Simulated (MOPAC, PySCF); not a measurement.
CH3NSi2, SMILES `N#C[Si][SiH3]` (lower singlet), neutral singlet in the gas phase. This singlet lies 0.70 eV below the relaxed triplet at the level B3LYP/cc-pVTZ // PBE0-D3(BJ)/def2-TZVP (Ansatz).

Cartesian coordinates (Å):
```xyz
7

N      2.6581     0.7468    -0.5849
C      1.8778    -0.1005    -0.4559
Si     0.7210    -1.5472    -0.2862
Si    -1.0449    -0.0233     0.2542
H     -0.6550     0.7571     1.4609
H     -1.2340     0.9012    -0.8978
H     -2.3230    -0.7340     0.5235
```
Charge 0, multiplicity 1.

All levels are single points at this geometry (PBE0-D3(BJ)/def2-TZVP); Pople sets use spherical d functions. Orbital energies aren't observables, and empty levels follow the basis.

PBE-D3(BJ)/def2-TZVP in PySCF gives gap (eV) = 1.33.

Estimate the gap (eV) from each of these levels: PBE0-D3(BJ)/def2-TZVP in PySCF; B3LYP/6-311+G** in PySCF; SVWN5/6-31G* in PySCF; HF/STO-3G in PySCF; AM1 in MOPAC; PM3 in MOPAC; PM6 in MOPAC; PM7 in MOPAC.


```json
[
 {"level": "PBE0-D3(BJ)/def2-TZVP in PySCF", "gap (eV)": "3.11"},
 {"level": "B3LYP/6-311+G** in PySCF", "gap (eV)": "2.77"},
 {"level": "SVWN5/6-31G* in PySCF", "gap (eV)": "1.24"},
 {"level": "HF/STO-3G in PySCF", "gap (eV)": "10.68"},
 {"level": "AM1 in MOPAC", "gap (eV)": "6.57"},
 {"level": "PM3 in MOPAC", "gap (eV)": "5.60"},
 {"level": "PM6 in MOPAC", "gap (eV)": "4.86"},
 {"level": "PM7 in MOPAC", "gap (eV)": "8.57"}
]
```
